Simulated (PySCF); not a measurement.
Compound: C4H9NSi2.
Atom-mapped SMILES: `[CH:1]#[C:2][C@H:3]1[CH2:4][SiH2:5][NH:6][SiH2:7]1` (hydrogens: H8 on C1; H9 on C3; H10, H11 on C4; H12, H13 on Si5; H14 on N6; H15, H16 on Si7)

The same species was optimised twice, with GFN2-xTB and with PBE0-D3(BJ)/def2-SVP (PySCF), and the same property calculations (PySCF, gas phase) were run on both structures.

```tsv
coordinate	GFN2-xTB	PBE0-D3(BJ)/def2-SVP	change
C1≡C2 (Å)	1.198	1.213	+0.015
C2–C3 (Å)	1.440	1.451	+0.011
N6–Si7 (Å)	1.732	1.742	+0.010
Si5–N6 (Å)	1.736	1.746	+0.010
C3–C4 (Å)	1.540	1.548	+0.008
C4–Si5 (Å)	1.899	1.893	-0.006
C3–Si7 (Å)	1.916	1.913	-0.003
Si5–N6–Si7 (°)	118.6	115.0	-3.6
C2–C3–C4 (°)	111.2	114.4	+3.2
C3–Si7–N6 (°)	95.7	98.2	+2.5
C4–Si5–N6 (°)	96.3	98.7	+2.4
C4–C3–Si7 (°)	108.2	107.1	-1.1
C1–C2–C3 (°)	177.8	178.5	+0.7
C3–C4–Si5 (°)	108.6	108.1	-0.5
C2–C3–Si7 (°)	113.5	113.2	-0.3
```

Rotational constants: A = 3284, B = 1311, C = 989.3 MHz (GFN2-xTB) against A = 3348, B = 1279, C = 974.0 MHz (PBE0-D3(BJ)/def2-SVP). Point groups within 0.08 Å: C1 and C1.

On the GFN2-xTB structure: isotropic polarisability (au) 101.2 [PBE0/def2-SVPD]; HOMO (eV) -7.29 [PBE0/def2-SVPD]; LUMO (eV) 0.10 [PBE0/def2-SVPD]; dipole (D) 1.06 [PBE0/def2-SVPD]; HOMO (eV) -7.27 [PBE0/pcSseg-1]; LUMO (eV) 0.35 [PBE0/pcSseg-1]; dipole (D) 1.09 [PBE0/pcSseg-1]; GIAO shielding of C1 (ppm) 113.2 [PBE0/pcSseg-1]; GIAO shielding of C2 (ppm) 95.6 [PBE0/pcSseg-1]; GIAO shielding of C3 (ppm) 173.4 [PBE0/pcSseg-1]; GIAO shielding of C4 (ppm) 168.8 [PBE0/pcSseg-1]; GIAO shielding of Si5 (ppm) 370.6 [PBE0/pcSseg-1]; GIAO shielding of N6 (ppm) 257.6 [PBE0/pcSseg-1]; GIAO shielding of Si7 (ppm) 367.3 [PBE0/pcSseg-1].

Problem. What do these properties become on the PBE0-D3(BJ)/def2-SVP structure?

Solution. 
```tsv
property	level	on GFN2-xTB	on PBE0-D3(BJ)/def2-SVP	change
isotropic polarisability (au)	PBE0/def2-SVPD	101.2	103.6	+2.4
HOMO (eV)	PBE0/def2-SVPD	-7.29	-7.30	-0.01
LUMO (eV)	PBE0/def2-SVPD	0.10	0.08	-0.02
dipole (D)	PBE0/def2-SVPD	1.06	1.04	-0.02
energy, GFN2-xTB geometry as zero (kcal/mol)	PBE0/def2-SVPD	0.0	-3.1	-3.1
HOMO (eV)	PBE0/pcSseg-1	-7.27	-7.29	-0.02
LUMO (eV)	PBE0/pcSseg-1	0.35	0.34	-0.01
dipole (D)	PBE0/pcSseg-1	1.09	1.06	-0.03
energy, GFN2-xTB geometry as zero (kcal/mol)	PBE0/pcSseg-1	0.0	-2.1	-2.1
GIAO shielding of C1 (ppm)	PBE0/pcSseg-1	113.2	110.5	-2.7
GIAO shielding of C2 (ppm)	PBE0/pcSseg-1	95.6	96.4	+0.8
GIAO shielding of C3 (ppm)	PBE0/pcSseg-1	173.4	172.1	-1.3
GIAO shielding of C4 (ppm)	PBE0/pcSseg-1	168.8	169.4	+0.6
GIAO shielding of Si5 (ppm)	PBE0/pcSseg-1	370.6	370.3	-0.3
GIAO shielding of N6 (ppm)	PBE0/pcSseg-1	257.6	255.4	-2.2
GIAO shielding of Si7 (ppm)	PBE0/pcSseg-1	367.3	367.1	-0.2
```

The heavy atoms differ by 0.051 Å rms after alignment. Among bonds between heavy atoms C1≡C2 changes most (+0.015 Å). Changes are differences of the printed values. Neither structure is proved a minimum here.
